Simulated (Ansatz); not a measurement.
A first, cheap relaxation of C₂H₅FO₂Si, SMILES `O=C(O)C[SiH2]F`.

```yaml
crystal:
  periodic: [false, false, false]
  atoms:
    - {symbol: O, position_ang: [1.143500, -1.611700, -0.304700]}
    - {symbol: C, position_ang: [0.924100, -0.656200, 0.470400]}
    - {symbol: O, position_ang: [1.674000, -0.549300, 1.554100]}
    - {symbol: C, position_ang: [-0.002800, 0.461900, 0.405700]}
    - {symbol: Si, position_ang: [-1.193200, 0.396300, -1.074200]}
    - {symbol: F, position_ang: [-2.195900, 1.672100, -0.952300]}
    - {symbol: H, position_ang: [2.346700, -1.311800, 1.512200]}
    - {symbol: H, position_ang: [-0.641900, 0.421300, 1.315800]}
    - {symbol: H, position_ang: [0.474600, 1.417200, 0.454000]}
    - {symbol: H, position_ang: [-0.435500, 0.535900, -2.304200]}
    - {symbol: H, position_ang: [-2.028300, -0.832700, -1.056300]}
basis:
  gaussian: {orbitals: def2-SVP}
hamiltonian: {xc: pbe, dispersion: d4}
relax: {f_tol: 0.03, max_steps: 200}
```

```sh
$ ansatz run in.yaml --threads 4 --pin off --events-out ev --progress --plain --max-ram 10444MiB
```

Output, abridged:

```
Functional definition: PBE
mean field -16822.86515793 eV, -618.2288916065 hartree, gradient 3.5e-5 eV, S^2 0.000000; 0 other end points of the search recorded, 0 dependent functions left out
relax step   1: F+E_penalty+E_count = -16823.08527079 eV  Δ(F+E_penalty+E_count) = +0.000e0 eV  max|allowed force component| = 2.731e0 eV/Å  Δτ_max = 0.0000 Å  (28 SCF iters, accepted)
mean field -16823.10744605 eV, -618.2377955306 hartree, gradient 7.7e-6 eV, S^2 0.000000; 0 other end points of the search recorded, 0 dependent functions left out
relax step   2: F+E_penalty+E_count = -16823.32774732 eV  Δ(F+E_penalty+E_count) = -2.425e-1 eV  max|allowed force component| = 1.677e0 eV/Å  Δτ_max = 0.0769 Å  (30 SCF iters, accepted)
mean field -16823.15660703 eV, -618.2396021632 hartree, gradient 2.0e-5 eV, S^2 0.000000; 0 other end points of the search recorded, 0 dependent functions left out
relax step   3: F+E_penalty+E_count = -16823.37737821 eV  Δ(F+E_penalty+E_count) = -4.963e-2 eV  max|allowed force component| = 6.711e-1 eV/Å  Δτ_max = 0.0891 Å  (31 SCF iters, accepted)
mean field -16823.17699291 eV, -618.2403513304 hartree, gradient 2.4e-5 eV, S^2 0.000000; 0 other end points of the search recorded, 0 dependent functions left out
relax step   4: F+E_penalty+E_count = -16823.39823755 eV  Δ(F+E_penalty+E_count) = -2.086e-2 eV  max|allowed force component| = 1.746e-1 eV/Å  Δτ_max = 0.0388 Å  (30 SCF iters, accepted)
mean field -16823.17925391 eV, -618.2404344206 hartree, gradient 1.8e-5 eV, S^2 0.000000; 0 other end points of the search recorded, 0 dependent functions left out
relax step   5: F+E_penalty+E_count = -16823.40090658 eV  Δ(F+E_penalty+E_count) = -2.669e-3 eV  max|allowed force component| = 1.448e-1 eV/Å  Δτ_max = 0.0194 Å  (31 SCF iters, accepted)
mean field -16823.18034529 eV, -618.2404745284 hartree, gradient 1.9e-5 eV, S^2 0.000000; 0 other end points of the search recorded, 0 dependent functions left out
relax step   6: F+E_penalty+E_count = -16823.40252530 eV  Δ(F+E_penalty+E_count) = -1.619e-3 eV  max|allowed force component| = 5.882e-2 eV/Å  Δτ_max = 0.0305 Å  (31 SCF iters, accepted)
mean field -16823.18043695 eV, -618.2404778967 hartree, gradient 1.8e-5 eV, S^2 0.000000; 0 other end points of the search recorded, 0 dependent functions left out
relax step   7: F+E_penalty+E_count = -16823.40272440 eV  Δ(F+E_penalty+E_count) = -1.991e-4 eV  max|allowed force component| = 2.841e-2 eV/Å  Δτ_max = 0.0082 Å  (32 SCF iters, accepted)
mean field -16823.18043695 eV, -618.2404778967 hartree, gradient 1.9e-5 eV, S^2 0.000000; 1 other end points of the search recorded, 0 dependent functions left out
Total energy: -16823.40275751 eV, -618.2486480266 hartree
Atom 0 at     0.969959    -1.480367    -0.384729 Å, force     0.005338    -0.010465    -0.006482 eV/Å
Atom 1 at     0.922262    -0.622809     0.485167 Å, force    -0.014724     0.028412     0.016296 eV/Å
Atom 2 at     1.756696    -0.613377     1.547974 Å, force     0.012886    -0.016807    -0.005705 eV/Å
Atom 3 at    -0.064498     0.515906     0.476042 Å, force     0.005263    -0.008599     0.002207 eV/Å
Atom 4 at    -1.154810     0.355479    -1.066901 Å, force    -0.024775     0.006975    -0.002910 eV/Å
Atom 5 at    -2.210145     1.619101    -1.027959 Å, force     0.012702    -0.011398    -0.000828 eV/Å
Atom 6 at     2.340810    -1.396127     1.433996 Å, force    -0.004344     0.004690     0.002004 eV/Å
Atom 7 at    -0.668794     0.500918     1.408195 Å, force    -0.001784    -0.000697    -0.001049 eV/Å
Atom 8 at     0.476783     1.485662     0.493765 Å, force     0.006237     0.008382     0.001374 eV/Å
Atom 9 at    -0.342078     0.484354    -2.317546 Å, force     0.002610     0.001469    -0.003168 eV/Å
Atom 10 at    -1.960885    -0.905739    -1.027504 Å, force     0.000592    -0.001962    -0.001740 eV/Å
Dipole moment:     0.325076    -0.049020     0.354388 e Å
```

Run time 17 s (4 threads of an Arm Neoverse N1 on a shared host); peak host memory 0.15 GiB.
